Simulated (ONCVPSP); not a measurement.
**Configuration tests for iodine (ONCV)**

* Element: iodine (I)
* Generator: ONCVPSP 4.0.1
* Type: optimised norm-conserving Vanderbilt (ONCV)
* Functional: PW91
* Relativity: fully relativistic
* Frozen core: [Ar] 3d10
* Valence charge: 25
* Reference configuration: 4s2 4p6 4d10 5s1.75 5p5.25
* Partial waves: 4s+5s: rc 1.40 bohr, ncon 4, nbas 7, qcut 6.6 1/bohr, 2 projectors; 4p+5p: rc 1.55 bohr, ncon 4, nbas 7, qcut 10.6 1/bohr, 3 projectors, debl 1.2 Ha; 4d: rc 1.35 bohr, ncon 4, nbas 8, qcut 13.9 1/bohr, 2 projectors, debl 1 Ha
* Local potential: polynomial inside 1.00 bohr (lpopt 5, dvloc0 6 Ha)
* Core correction: Teter function, fcfact 5.75, rcfact 1.25

Open shells are filled in proportion to 2j + 1.

In the d channel the program set the typed energies aside and used -1.834, 0.250 Ha (j = l + 1/2; the other j can differ).

Energies are relative to the spin-unpolarised reference configuration 4s2 4p6 4d10 5s1.75 5p5.25; without spin polarisation the order of configurations can differ from experiment.

Problem. Give the all-electron excitation energy and the error of the potential for: 4s2 4p6 4d10 5s2 5p5; 4s2 4p6 4d10 5s2 5p4; 4s2 4p6 4d10 5s2 5p3; 4s2 4p5 4d10 5s2 5p5.

Solution.

| valence configuration | charge | ΔE all-electron (eV) | error AE − PS (meV) |
| --- | --- | --- | --- |
| 4s2 4p6 4d10 5s2 5p5 | 0 | -2.581 | -0.2 |
| 4s2 4p6 4d10 5s2 5p4 | +1 | 8.631 | +0.2 |
| 4s2 4p6 4d10 5s2 5p3 | +2 | 28.575 | +0.7 |
| 4s2 4p5 4d10 5s2 5p5 | +1 | 134.135 | -91 |

Levels in the configuration 4s2 4p6 4d10 5s2 5p5:

```json
{"level": "4s j=1/2", "all-electron (eV)": "-180.431", "pseudo (eV)": "-180.413"}
{"level": "4p j=3/2", "all-electron (eV)": "-124.134", "pseudo (eV)": "-124.130"}
{"level": "4p j=1/2", "all-electron (eV)": "-135.098", "pseudo (eV)": "-135.093"}
{"level": "4d j=5/2", "all-electron (eV)": "-49.575", "pseudo (eV)": "-49.579"}
{"level": "4d j=3/2", "all-electron (eV)": "-51.291", "pseudo (eV)": "-51.294"}
{"level": "5s j=1/2", "all-electron (eV)": "-17.459", "pseudo (eV)": "-17.457"}
{"level": "5p j=3/2", "all-electron (eV)": "-6.823", "pseudo (eV)": "-6.823"}
{"level": "5p j=1/2", "all-electron (eV)": "-7.829", "pseudo (eV)": "-7.829"}
```
